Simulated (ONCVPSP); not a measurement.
## Potentials for tantalum compared

Generated with ld1.x 7.5 (TM, RRKJ, ultrasoft, PAW), atompaw 4.2 or ONCVPSP 4.0.1. The cutoff is in Ry: for ld1.x and atompaw files where the sum of valence levels is converged to 10 mRy in a Bessel basis, for ONCV files where the hardest occupied wave has 1 mHa per electron of residual kinetic energy. The error is the largest all-electron minus pseudo excitation energy over each file’s own four to seven test configurations (ionisations up to +4, promotions, holes and added fractions of an electron), all of which were solved. The labels leave out finer settings (local radius, basis sizes, second energies), which also bear on the numbers. Spin-polarised tests are not counted. The rows are a selection from randomly drawn settings: files with unsolved tests, undetermined cutoffs or missed reference levels are left out.

A true bound ghost makes a file unfit for plane-wave use even where its test errors are small: the radial tests pick states by their node count and pass the ghost by.

| potential | cutoff (Ry) | largest error (meV) | bound ghosts |
| --- | --- | --- | --- |
| ONCV, PW91, scalar-relativistic, rc 1.90/2.05/1.90 (spd), local d, core correction yes, reference 5s2 5p6 5d4 6s1, qcut 7.7/7.8/9, projectors 3/2/0 | 36 | +2.6 | none |
| ONCV, PBE, fully relativistic, rc 1.95/2.30/1.75 (spd), local smoothed, core correction no, reference 5s2 5p6 5d3 6s1 6p1, qcut 7.4/7.6/5.9, projectors 3/2/2 | 33 | +10 | none |
| ONCV, LDA (Perdew-Wang 92), scalar-relativistic, rc 1.60/2.00/1.80 (spd), local smoothed, core correction yes, reference 5s2 5p6 5d3 6s2, qcut 6.5/7/6.4, projectors 2/2/1 | 36 | -8.9 | none |
| ONCV, LDA (Perdew-Wang 92), scalar-relativistic, rc 1.80/2.15/1.70 (spd), local smoothed, core correction yes, reference 5s2 5p6 5d3 6s2, qcut 5.8/5.3/5.9, projectors 2/1/2 | 31 | -19 | none |
| ONCV, LDA (Perdew-Zunger), scalar-relativistic, rc 1.45/2.05/3.00/2.95 (spdf), local smoothed, core correction no, reference 5s2 5p6 5d3 6s1 6p1, qcut 7.3/5.7/5.8/4.4, projectors 2/2/2/2 | 45 | -278 | none |
| ONCV, PBE, scalar-relativistic, rc 1.75/1.45/3.10/0.75 (spdf), local smoothed, core correction yes, reference 4f14 5s2 5p6 5d3 6s2, qcut 5.6/6.1/4.5/21.2, projectors 2/1/2/3 | 437 | -846 | s, p |
| ONCV, PBE, scalar-relativistic, rc 1.80/1.80/1.80 (spd), local d, core correction yes, reference 5s2 5p6 5d3 6s2, qcut 6.3/7/10.1, projectors 2/2/0 | 30 | -41 | none |

**Question.** Fill in the row for Ta: ONCV, PBE, scalar-relativistic, rc 2.00/1.40/1.85 (spd), local smoothed, core correction no, reference 5s2 5p6 5d3 6s1.5, qcut 7.6/4.9/5.3, projectors 2/2/1.

**Answer.** cutoff 229 Ry, largest error -26 meV, bound ghosts: none.
